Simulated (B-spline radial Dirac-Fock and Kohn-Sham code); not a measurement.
Dipole and non-dipole photoemission parameters of N 2p1/2

System: neutral nitrogen, 1s2 2s2 2p3; threshold 10.61 eV (orbital energy of the model). Model: Dirac-Hartree-Slater photoionisation with a Latter tail; cross sections with all multipoles, angular parameters from the dipole term and its interference with E2. Program: a B-spline atomic structure program.

```
hν (eV)    σ (kb)      β      γ      δ
   56.9       689  1.494  0.057  0.007
   57.9       662  1.496  0.059  0.007
     60       611  1.499  0.062  0.007
   66.2       484  1.507  0.070  0.008
     80       302  1.510  0.090  0.008
    148      55.7  1.404  0.170  0.013
    319      5.33  1.079  0.258  0.028
    383      2.99  0.989  0.278  0.033
    417      2.27  0.947  0.288  0.036
    514      1.14  0.845  0.314  0.044
    697     0.407  0.703  0.345  0.059
    810     0.242  0.640  0.360  0.068
    812     0.240  0.639  0.360  0.068
   1090    0.0852  0.530  0.394  0.088
 1253.6    0.0516  0.484  0.414  0.098
   1280    0.0479  0.477  0.417  0.099
   1470    0.0289  0.435  0.440  0.110
   2000         ?      ?      ?      ?
   2560   0.00353  0.267  0.537  0.165
   2640   0.00313  0.258  0.541  0.169
 2984.4   0.00194  0.226  0.557  0.183
   3050   0.00178  0.221  0.560  0.186
   3330   0.00126  0.200  0.571  0.197
   3370   0.00120  0.198  0.573  0.199
   3520   0.00101  0.188  0.578  0.204
 8047.8  3.69e-05  0.080  0.767  0.332
 9251.7  2.09e-05  0.068  0.808  0.359
  12400  6.30e-06  0.049  0.911  0.421
  13600  4.31e-06  0.044  0.948  0.442
  15000  2.87e-06  0.037  0.989  0.466
```

Problem. Give the values at 2000 eV.

Solution. σ = 0.00916 kb, β = 0.340, γ = 0.498, δ = 0.139.

Values without a named source are computed, but for edge energies of neutral atoms, which are taken from tables.
